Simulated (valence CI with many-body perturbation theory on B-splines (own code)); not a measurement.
**Ga26+: E2, M1, M2 decay**

Calculated by configuration interaction combined with many-body perturbation theory (CI+MBPT): three valence electrons over a frozen Dirac-Fock core [He], a basis of 11 s, 11 p, 10 d, 8 f, 5 g, 2 h functions for each j, with the one-electron correlation potential Σ1 (screened to all orders), the two-electron term Σ2, the three-electron term Σ3, Breit, model QED; selected single and double excitations, second order for the rest, scaled by the run's own slope (own B-spline code, finite nucleus).

No measured spectrum was set against this ion. As an estimate, large intervals hold to a few tenths of a per cent, small ones and those within an open d or f shell to about a per cent.

Lines 1 to 19 of 19 in falling wavelength, among levels below 17758 × 10³ cm⁻¹, chosen from the decays that carry over 1 % of a level's rate. Wavelengths and rates use the calculated energies. Electric multipoles are in the length gauge, E1 and E2 with the static RPA response of the core. S is in atomic units (e²a₀⁴ for E2 and M2, e²a₀⁶ for E3), for M1 in squared Bohr magnetons. Weak lines are less certain than strong ones. Lines between different terms over intervals too small for the method are left out, as are lines whose strength nearly cancels.

Levels are named by their leading jj configuration (3d3/2^4 stands for four electrons in 3d with j = 3/2), which in mixed levels can hold well under half, so a name can repeat and another be missing. Letters in brackets count levels of one name in rising energy.

| λ vac (nm) | Upper | Lower | Type | A (s⁻¹) | S (a.u.) |
| --- | --- | --- | --- | --- | --- |
| 39.02 | (2s^2 2p3/2) J=3/2 | (2s^2 2p1/2) J=1/2 | M1 | 1.51e+05 | 1.33e+00 |
| 0.8362 | (2s 2p3/2 3p3/2) J=7/2 | (2s 2p3/2^2) J=5/2 | E2 | 1.14e+09 | 3.32e-04 |
| 0.8282 | (2s^2 3p1/2) J=1/2 | (2s^2 2p3/2) J=3/2 | E2 | 1.26e+10 | 8.74e-04 |
| 0.8254 | (2s 2p1/2 3p3/2) J=5/2 | (2s 2p1/2 2p3/2) J=5/2 | E2 | 4.33e+09 | 8.90e-04 |
| 0.8235 | (2s 2p3/2 3d5/2) J=9/2 | (2s 2p3/2^2) J=5/2 | M2 | 6.27e+07 | 2.12e-05 |
| 0.8233 | (2s^2 3p3/2) J=3/2 | (2s^2 2p3/2) J=3/2 | E2 | 6.16e+09 | 8.32e-04 |
| 0.8133 | (2s 2p3/2 3p3/2) J=7/2 | (2s 2p1/2 2p3/2) J=5/2 | E2 | 6.48e+09 | 1.65e-03 |
| 0.8095 | (2s 2p1/2 3p3/2) J=5/2 | (2s 2p1/2^2) J=1/2 | E2 | 6.82e+09 | 1.27e-03 |
| 0.8071 | (2s 2p3/2 3p3/2) J=7/2 | (2s 2p1/2 2p3/2) J=3/2 [a] | E2 | 5.19e+09 | 1.27e-03 |
| 0.8062 | (2s^2 3p3/2) J=3/2 | (2s^2 2p1/2) J=1/2 | E2 | 6.47e+09 | 7.87e-04 |
| 0.7932 | (2p1/2 2p3/2 3d3/2) J=7/2 | (2s 2p3/2^2) J=3/2 | E2 | 2.65e+09 | 5.95e-04 |
| 0.7748 | (2p1/2 2p3/2 3d3/2) J=7/2 | (2s 2p3/2^2) J=5/2 | E2 | 3.22e+09 | 6.43e-04 |
| 0.7736 | (2p1/2 2p3/2 3d5/2) J=9/2 | (2s 2p3/2^2) J=5/2 | E2 | 1.37e+09 | 3.39e-04 |
| 0.7696 | (2p1/2 2p3/2 3d3/2) J=7/2 | (2s 2p1/2 2p3/2) J=3/2 [b] | E2 | 3.38e+09 | 6.52e-04 |
| 0.7581 | (2p3/2^2 3d5/2) J=9/2 | (2s 2p3/2^2) J=5/2 | E2 | 3.09e+10 | 6.90e-03 |
| 0.7551 | (2p1/2 2p3/2 3d3/2) J=7/2 | (2s 2p1/2 2p3/2) J=5/2 | E2 | 2.22e+10 | 3.89e-03 |
| 0.7540 | (2p1/2 2p3/2 3d5/2) J=9/2 | (2s 2p1/2 2p3/2) J=5/2 | E2 | 3.19e+10 | 6.95e-03 |
| 0.7520 | (2p1/2 2p3/2 3d5/2) J=7/2 [a] | (2s 2p1/2 2p3/2) J=3/2 [a] | E2 | 3.20e+10 | 5.49e-03 |
| 0.7393 | (2p3/2^2 3d5/2) J=9/2 | (2s 2p1/2 2p3/2) J=5/2 | E2 | 1.80e+09 | 3.54e-04 |
